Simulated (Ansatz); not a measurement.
Mulliken charges of C₂H₃BF₂O, SMILES `O=CC(F)BF` from PBE/def2-TZVPP in Ansatz (PBE0-D4/def2-TZVP geometry).

| atom | x (Å) | y (Å) | z (Å) | charge (e) |
| --- | --- | --- | --- | --- |
| O1 | 1.559 | 0.683 | 1.224 | -0.196 |
| C2 | 1.186 | -0.226 | 0.542 | 0.047 |
| C3 | 0.135 | -0.098 | -0.540 | 0.163 |
| F4 | 0.052 | -1.296 | -1.226 | -0.195 |
| B5 | -1.279 | 0.334 | 0.027 | 0.178 |
| F6 | -1.389 | 1.511 | 0.598 | -0.161 |
| H7 | 1.578 | -1.260 | 0.647 | 0.068 |
| H8 | 0.486 | 0.681 | -1.233 | 0.099 |
| H9 | -2.238 | -0.375 | -0.056 | -0.004 |

Task: By hand: the dipole of these point charges (1 e Å = 4.8032 D).

Result: Σ q r = (-0.078, -0.108, -0.233) e Å, of length 0.268 e Å = 1.29 D.

Task: How does the dipole of the full density compare? (An estimate is asked.)

Result: Computed: (-0.116, -0.140, -0.219) e Å, 1.37 D; the point charges give 0.94 times that, at 10° from its direction.

Point charges leave out the atoms' own dipoles, such as those of lone pairs, and Mulliken's split depends on the basis, so the close match here is no proof of good charges.
